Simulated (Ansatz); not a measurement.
Cost and result for the atomization energy of CH3FOSSi, SMILES `O[Si@H]1S[C@H]1F` (8 atoms, 8 bonds).

Charge 0, multiplicity 1. The geometry is a stationary point of PBE0-D4/def2-TZVP. It is one conformer, not always the lowest. Program: Ansatz. All runs use 2 threads of an Arm Neoverse V1 on a shared host. Times are those of one run each, without the atoms' runs, and a repeat can differ threefold. Electronic energies, without spin–orbit coupling; frozen cores. CCSD(T)/CBS adds CCSD(T) − MP2 in def2-TZVPP to the MP2 limit, and its time is that of the two runs behind it. T1 = 0.013. B3LYP takes the VWN-RPA correlation (the form of Gaussian; ORCA's B3LYP/G).

CCSD(T)/CBS is a level of theory with its own doubt, some kJ/mol a heavy atom from the limit and from the frozen cores, so smaller differences don't rank the functionals.

```csv
level,functions,wall time
revPBE-D4/def2-TZVPP,219,3 s
BLYP-D4/def2-TZVPP,219,3 s
PBE0-D4/def2-TZVPP,219,4.5 s
CCSD(T)/def2-SVP,93,4.8 s
B3LYP-D4/def2-TZVPP (with forces),219,7 s
r2SCANh-D4/def2-TZVPP,219,8 s
B2PLYP/def2-TZVPP,219,8 s
PBE-QIDH/def2-TZVPP,219,8 s
B97M-V/def2-TZVPP,219,13 s
ωB97M-V/def2-TZVPP (with forces),219,17 s
MP2/def2-QZVPP,401,26 s
CCSD(T)/def2-TZVPP,219,2.4 min
CCSD(T)/CBS(def2),–,2.9 min
```

Q: What atomization energy does each give, and how far from CCSD(T)/CBS? (Estimate.)

A: Computed: 
| level | atomization (kcal/mol) | difference from CCSD(T)/CBS | per bond |
| --- | --- | --- | --- |
| revPBE-D4/def2-TZVPP | 702.2 | -2.3 | -0.3 |
| BLYP-D4/def2-TZVPP | 701.8 | -2.7 | -0.3 |
| PBE0-D4/def2-TZVPP | 703.3 | -1.2 | -0.1 |
| CCSD(T)/def2-SVP | 641.2 | -63.3 | -7.9 |
| B3LYP-D4/def2-TZVPP (with forces) | 697.5 | -7.0 | -0.9 |
| r2SCANh-D4/def2-TZVPP | 701.0 | -3.5 | -0.4 |
| B2PLYP/def2-TZVPP | 691.9 | -12.6 | -1.6 |
| PBE-QIDH/def2-TZVPP | 696.8 | -7.7 | -1.0 |
| B97M-V/def2-TZVPP | 708.4 | 3.9 | 0.5 |
| ωB97M-V/def2-TZVPP (with forces) | 707.4 | 2.9 | 0.4 |
| MP2/def2-QZVPP | 718.2 | 13.7 | 1.7 |
| CCSD(T)/def2-TZVPP | 679.3 | -25.2 | -3.1 |
| CCSD(T)/CBS(def2) | 704.5 | 0.0 | 0.0 |

From BLYP to BHLYP (50 % exact exchange), in def2-TZVPP and without D4, the atomization energy moves by −29.8 kcal/mol: exact exchange takes away binding that semilocal exchange gives to molecules. In def2-TZVPP, CCSD(T) changes the Hartree–Fock value by +202.3 kcal/mol (the triples alone add +15.4 kcal/mol) and MP2 by +226.1 kcal/mol; breaking electron pairs costs correlation energy, which Hartree–Fock lacks. Leaving LDA and LC-ωPBE aside and taking each functional with its dispersion term where it has one, the values, not all of them listed here, spread over 56.7 kcal/mol, from BHLYP-D4 to PBE-D4. LDA lies +109.3 kcal/mol from PBE without D4, its usual overbinding.
